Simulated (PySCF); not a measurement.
Species: C7HFO.
SMILES: `O=CC#CC#CC#CF`

The calculation used PBE0/6-31G* geometry optimisation, gas phase in PySCF 2.14.0.

Masses are those of the commonest isotopes; rigid-rotor values at the optimised geometry. 

What are A, B and C (GHz)?

Ia = 10.68, Ib = 1429.50, Ic = 1440.18 u·Å²; 505379 MHz·u·Å²/I gives 47335, 353.5 and 350.9 MHz, that is A = 47.335, B = 0.3535, C = 0.3509 GHz.

What kind of rotor is it?

A near-prolate asymmetric top. Ray's parameter κ = (2B − A − C)/(A − C) = -1.000; −1 is the prolate and +1 the oblate limit.

What does the inertial defect say?

Planar: Δ = Ic − Ia − Ib = 0.00 u·Å². For a rigid frame Δ = −2 Σ m c², so it vanishes when all atoms lie in the ab plane; here none is more than 0.01 Å from it.

Give the coordinates in the principal-axis frame, origin at the centre of mass.

The sense of each axis is arbitrary; atoms in the order of the calculation.
```csv
atom,mass (u),a (Å),b (Å),c (Å)
O1,15.995,-4.854,0.601,-0.001
C2,12.000,-4.102,-0.349,-0.005
C3,12.000,-2.665,-0.236,0.000
C4,12.000,-1.446,-0.172,0.003
C5,12.000,-0.094,-0.112,0.005
C6,12.000,1.128,-0.055,0.005
C7,12.000,2.483,0.005,0.002
C8,12.000,3.690,0.055,0.000
F9,18.998,4.960,0.114,-0.005
H10,1.008,-4.479,-1.390,-0.009
```

Which lines would a microwave search look for?

The dipole components are |μa| = 3.33 D, |μb| = 1.69 D, |μc| = 0.00 D; the mirror of this Cs structure is the ab plane, so μc vanishes by symmetry (the 0.01 D computed is a residue) and there are no c-type lines. Intensities carry the squares of the components, which stand as 1.00 : 0.26 (a : b). Some lines, for components of 0.1 D or more:

| type | branch | J(Ka,Kc) | MHz | lower level (cm⁻¹) |
| --- | --- | --- | --- | --- |
| a | R | 3(0,3) ← 2(0,2) | 2113 | 0.070 |
| a | R | 3(1,2) ← 2(1,1) | 2117 | 1.638 |
| a | R | 5(1,5) ← 4(1,4) | 3516 | 1.802 |
| b | Q | 3(1,2) ← 3(0,3) | 46991 | 0.141 |
| b | R | 1(1,1) ← 0(0,0) | 47686 | 0.000 |
| b | Q | 5(2,3) ← 5(1,4) | 140930 | 1.920 |
| b | Q | 3(2,1) ← 3(1,2) | 140942 | 1.708 |
| b | Q | 2(2,1) ← 2(1,2) | 140953 | 1.638 |
| b | R | 4(2,2) ← 3(1,3) | 143775 | 1.708 |
| b | Q | 5(5,1) ← 5(4,2) | 422849 | 25.428 |

Estimate the classical rotational partition function at 50 K, 200 K and 500 K.

Point group Cs, symmetry number σ = 1; q = (√π/σ)·√((kT/h)³/(ABC)), k/h = 20836.6 MHz/K: 24600 at 50 K, 197000 at 200 K, 778000 at 500 K.

No frequency check. Constants of a rigid frame at the computed geometry: no zero-point averaging, no centrifugal distortion.

On one thread, Arm Neoverse N1 (aarch64), no GPU (shared host), this took 49 s of wall time and 0.51 GiB of memory at its peak. That covers the optimisation of the geometry.
